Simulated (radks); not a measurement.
Results of a calculation; reference values are marked as such.
Q: Coherent X-ray form factor from a spherical all-electron density. Level of theory: Dirac Kohn-Sham, revPBE, spin-unpolarised, spherical densities, point nucleus (a radial shooting solver on a logarithmic mesh with Libxc functionals).

sin(theta)/lambda (1/angstrom),f0 (electrons)
0.05,58.252
0.1,56.177
0.15,53.191
0.2,49.780
0.25,46.342
0.3,43.120
0.4,37.629
0.5,33.241
0.6,29.588
0.8,23.829
1,19.874
1.25,16.748
1.5,14.543
2,10.771

The species is in the configuration that NIST lists as its ground one. Which atom or ion scatters so?

A: The promethium ion Pm2+, [Xe] 4f5. Extrapolating in s^2 from the first two rows gives f0(0) = 58.9, near the electron count 59; among species with that count, the fall with angle is slower the higher Z, and the table is that of Z = 61; from so few rows the species is fixed only to a neighbour or two.
